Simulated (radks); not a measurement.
The numbers below are computed, except where a source is named.
These are the eigenvalues of the occupied orbitals of an atom or ion with whole-number occupations (eV). Level of theory: scalar-relativistic Kohn-Sham, r2SCAN, spin-polarised, spherical densities, finite nucleus; meta-GGA in the generalised Kohn-Sham scheme; Fermi nuclear charge, rms radius of each element as measured or else 0.836 A^(1/3) + 0.57 fm (a radial shooting solver on a logarithmic mesh with Libxc functionals).

| orbital | eigenvalue |
|---|---|
| 1s up | -5322.202 |
| 1s down | -5317.603 |
| 2s up | -925.8863 |
| 2s down | -918.8280 |
| 2p up | -838.7200 |
| 2p down | -829.7863 |

Which element is it, and in what charge state? The configuration may be excited. Open shells, if any, are filled with parallel spins first.

Answer. Z = 22, titanium, charge +13: Ti13+ in [He] 2s2 2p5. The list shows which subshells hold electrons but not how many an open one holds; the 1s level, -195.59 hartree, gives Z - s = 19.8 by -(Z - s)^2/2, which with screening and relativity narrows Z to a few neighbours, and the depths of the outer levels then fix element, charge and occupations together.
